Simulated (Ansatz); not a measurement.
`[F][Zn][GaH2]` + `[GaH3]` → `[GaH2][GaH2]` + `[F][ZnH]`  (formal exchange of groups at a Ga–Zn bond)

Gas-phase electronic energies from Ansatz, PBE0-D4/def2-TZVP geometries. CCSD(T)/CBS adds triple-zeta CCSD(T) − MP2 to the extrapolated MP2 energy (def2 sets, frozen cores). DFT in def2-TZVPP. B3LYP here is the variant with VWN-RPA as its local correlation; programs differ in this. HSE06 is defined as in plane-wave codes. For Ga, Zn outer-core shells are correlated without core-valence functions, which leaves a few kJ/mol of doubt a bond. Scalar relativity is left out up to krypton.

`[F][Zn][GaH2]`:

```xyz
5

F    -3.170    0.010   -0.302
Zn   -1.409    0.004   -0.135
Ga    0.989   -0.003    0.094
H     1.764    1.292    0.535
H     1.826   -1.303   -0.193
```

`[GaH3]`:

```xyz
4

Ga    0.000    0.001    0.000
H     1.429    0.473   -0.441
H    -0.232   -0.544    1.453
H    -1.197    0.070   -1.011
```

`[GaH2][GaH2]`:

Z-matrix (Å, degrees):
```
Ga
Ga 1 2.459
H 1 1.578 2 122.1
H 1 1.578 2 122.1 3 -179.9
H 2 1.578 1 122.2 3 -90.1
H 2 1.578 1 122.0 3 89.9
```

`[F][ZnH]`:

Z-matrix (Å, degrees):
```
Zn
F 1 1.750
H 1 1.507 2 180.0
```

```csv
level,ΔE (kJ/mol),difference from CCSD(T)/CBS
BLYP-D4,11.7,-1.4
r2SCAN-D4,10.1,-3.0
PBE0-D4,11.3,-1.8
r2SCANh-D4,10.7,-2.4
HSE06-D4,11.1,-2.0
CAM-B3LYP-D4,13.9,0.8
PBE-QIDH,11.8,-1.3
PBE,10.9,-2.2
revPBE,12.1,-1.0
r2SCAN,10.4,-2.7
B3LYP,15.5,2.4
CCSD/def2-SVP,22.2,9.1
MP2/def2-TZVPP,9.9,-3.2
SCS-MP2/def2-TZVPP,11.3,-1.8
CCSD(T)/def2-TZVPP,8.1,-5.0
HF/CBS(def2),22.6,9.5
CCSD(T)/CBS,13.1,0
```

Largest T1 diagnostic among the species: 0.018.

Leaving LDA and LC-ωPBE aside and taking each functional with its dispersion term where it has one, the values, not all of them listed here, spread over 5.3 kJ/mol, from PBE-D4 to BHLYP-D4. LDA lies −4.5 kJ/mol from PBE without D4. At CCSD(T), def2-SVP lies +8.8 kJ/mol from the extrapolated value and def2-TZVPP −5.0 kJ/mol. From BLYP to BHLYP (50 % exact exchange), in def2-TZVPP and without D4, ΔE moves by +3.3 kJ/mol.
